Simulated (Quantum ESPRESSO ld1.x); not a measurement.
Values are calculated unless marked as measured or tabulated.
Task: Species: the cobalt ion Co4+. Configuration: [Ar] 3d5. Code: ld1.x of Quantum ESPRESSO 7.5. Model: scalar-relativistic Kohn-Sham, LDA (Slater exchange, Perdew-Zunger correlation), spin-polarised, spherical densities, point nucleus; open shells are filled with parallel spins first. Some entries of the table are withheld. Estimate them.

orbital  occ.  eigenvalue (Ry)  r(max) (bohr)  <1/r> (bohr^-1)
1s up       1        -561.4167        0.03684            26.99
1s down     1        -561.4145        0.03684            26.99
2s up       1         -70.6459         0.2137            5.795
2s down     1         -70.4045         0.2134            5.808
2p up       3         -61.2328         0.1721            5.695
2p down     3         -61.0466         0.1719            5.706
3s up       1              (1)         0.6645            1.868
3s down     1              (2)         0.6660            1.855
3p up       3          -9.3679         0.6705            1.741
3p down     3          -8.9230         0.6729            1.724
3d up       5          -5.0267         0.6335            1.465
3d down     0          -4.5956         0.6422            1.434

Result: 
(1) 3s up eigenvalue (Ry): -12.0799
(2) 3s down eigenvalue (Ry): -11.6246
